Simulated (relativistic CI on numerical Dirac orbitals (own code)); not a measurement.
Ni³⁺ (3d7) in a crystal field

Calculated by Dirac-Coulomb-Breit CI, KLI orbitals optimised for each configuration, QED by a radiative potential, valence Slater integrals scaled by 0.75, one configuration in a parametric crystal field (own radial code).

Field parameters in Wybourne normalisation: D3d B²₀ = −7Dσ, B⁴₀ = −14Dq − 21Dτ, B⁴₃ = −14√(10/7) Dq. The field is a parameter set, without covalency.

S is read from ⟨S²⟩ = S(S + 1).

Levels (cm⁻¹, degeneracy): 0 (2), 5 (2), 3700 (2), 3804 (2), 3936 (2), 4411 (2), 5610 (2), 5796 (2), 17087 (2), 17109 (2), 18214 (2), 18350 (2).

**Question.** Which field gives this pattern?
A. D3d, 10Dq = 19000, Dσ = 40, Dτ = -480 cm⁻¹
B. D3d, 10Dq = 13900, Dσ = 500, Dτ = -270 cm⁻¹
C. D3d, 10Dq = 28800, Dσ = -920, Dτ = 70 cm⁻¹

**Answer.** A. D3d, 10Dq = 19000, Dσ = 40, Dτ = -480 cm⁻¹, ground level with S = 1.49.
